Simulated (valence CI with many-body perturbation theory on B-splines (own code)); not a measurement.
# Ru11+: what each term of the Hamiltonian does

Computed by configuration interaction combined with many-body perturbation theory (CI+MBPT): five valence electrons over a frozen Dirac-Fock core [Ar] 3d10, radial functions for each j: 9 s, 9 p, 8 d, 6 f, 3 g, 1 h, with the one-electron correlation potential Σ1, the two-electron term Σ2, the three-electron term Σ3, Breit, model QED; selected CI, second order for the rest, scaled by the run's own slope (own B-spline code, finite nucleus).

No measured levels were compared; by estimate levels hold to about 250 cm⁻¹ or 0.2 % of their energy and the worst to 1 %, as in measured heavy ions of charge 2 to 7; those with d or f electrons hold less well. Among the levels kept, up to 630 cm⁻¹ of a level comes from second order outside the variational space, and about a tenth of that is noise between levels of different J, which matters for small intervals.

Each rung adds one term. CI alone is the Dirac-Coulomb CI over the frozen core; QED comes last and gives the full result, which names the levels. Energies are above 4s2 4p3 4S°_3/2 on the same rung, in eV.

Names give the largest LS component (configuration and term), which can be under half, so a name can repeat, a term be missing and a line seem to break the LS rules; names also repeat where a configuration has a term twice. Letters in brackets count levels of one name in rising energy.

| Level | CI alone | Σ1 | Σ2 | Σ3 | Breit | QED | Full |
| --- | --- | --- | --- | --- | --- | --- | --- |
| 4s2 4p3 2D°_3/2 | 4.048 | +0.0295 | -0.0334 | -0.0088 | -0.0274 | +0.0034 | 4.011 |
| 4s2 4p3 2D°_5/2 | 5.507 | +0.0466 | -0.0352 | -0.0095 | -0.0482 | +0.0058 | 5.466 |
| 4s2 4p3 2P°_1/2 | 8.306 | +0.0525 | -0.0827 | -0.0236 | -0.0438 | +0.0051 | 8.214 |
| 4s2 4p3 2P°_3/2 | 11.144 | +0.1067 | -0.0352 | -0.0171 | -0.1062 | +0.0129 | 11.106 |
| 4s 4p4 4P_5/2 | 32.451 | +0.1273 | +0.1767 | +0.0160 | -0.0008 | -0.0896 | 32.681 |
| 4s 4p4 4P_3/2 | 35.016 | +0.1632 | +0.1948 | +0.0169 | -0.0359 | -0.0838 | 35.271 |
| 4s 4p4 4P_1/2 | 35.692 | +0.1651 | +0.1743 | +0.0136 | -0.0350 | -0.0840 | 35.926 |
| 4s 4p4 2D_3/2 | 40.199 | +0.1663 | -0.0112 | +0.0042 | -0.0344 | -0.0793 | 40.245 |
| 4s 4p4 2D_5/2 | 41.134 | +0.1858 | +0.0235 | +0.0050 | -0.0620 | -0.0777 | 41.208 |
| 4s 4p4 2S_1/2 | 45.776 | +0.1829 | -0.2635 | -0.0158 | -0.0407 | -0.0774 | 45.562 |
| 4s 4p4 2P_3/2 | 46.512 | +0.1883 | -0.2829 | +0.0018 | -0.0634 | -0.0645 | 46.291 |
| 4s 4p4 2P_1/2 | 50.396 | +0.2414 | -0.1958 | -0.0041 | -0.1198 | -0.0578 | 50.260 |
| 4s2 4p2 4d 4F_3/2 | 50.784 | +0.1512 | -0.0077 | +0.0153 | -0.0620 | -0.0101 | 50.871 |
| 4s2 4p2 4d 4F_5/2 | 51.899 | +0.1689 | +0.0063 | +0.0177 | -0.0901 | -0.0060 | 51.995 |
| 4s2 4p2 4d 2F_5/2 [a] | 53.510 | +0.1867 | +0.0367 | +0.0174 | -0.1088 | -0.0033 | 53.638 |
| 4s2 4p2 4d 4F_7/2 | 53.728 | +0.2028 | +0.0438 | +0.0216 | -0.1336 | 0.0000 | 53.862 |
| 4s2 4p2 4d 4D_1/2 | 54.339 | +0.1995 | -0.0482 | +0.0149 | -0.1089 | -0.0059 | 54.391 |
| 4s2 4p2 4d 4D_3/2 | 54.558 | +0.1993 | -0.0486 | +0.0147 | -0.1136 | -0.0055 | 54.605 |
| 4s2 4p2 4d 2F_7/2 [a] | 54.564 | +0.2001 | +0.0282 | +0.0172 | -0.1281 | -0.0011 | 54.681 |

The middle columns are the shifts that each term adds.

(1) How does the ionisation energy move along the ladder, and which term matters most?

## Answers

(1) CI alone 245.12, + Σ1 246.10, + Σ2 245.99, + Σ3 245.87, + Breit 245.79, + QED 245.80 eV. The largest step is Σ1, 0.98 eV. NIST lists 245 ± 2.5 eV (theoretical).
